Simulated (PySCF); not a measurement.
# TbSi at ωB97X

Level: ωB97X. basis Tb x2c-SVPall, Si x2c-SVPall; spin-free X2C with a Gaussian nucleus; PySCF 2.14.

```json
{
  "state": "decet, about 8.1 electrons in the 4f shell (Mulliken), real f orbitals that mix terms",
  "bond length": "2.721 Å",
  "harmonic wavenumber": "269 cm⁻¹",
  "force constant": "1.02 mdyn/Å",
  "rotational constant Be": "0.09572 cm⁻¹",
  "anharmonicity ωexe": "0.892 cm⁻¹",
  "vibration–rotation constant αe": "0.000472 cm⁻¹",
  "well depth De to Tb (4f9 6s2) + Si": "34.2 kcal/mol",
  "dissociation energy D0": "33.8 kcal/mol",
  "bond order (Mayer)": "1.56",
  "dipole moment (positive dipole means Tb(−)Si(+))": "-3.70 D"
}
```

Spin–orbit coupling is left out, which matters for elements this heavy, above all for dissociation energies. The state is the lowest single determinant that the PBE0 search found; with open d or f shells the true ground state can be another one.
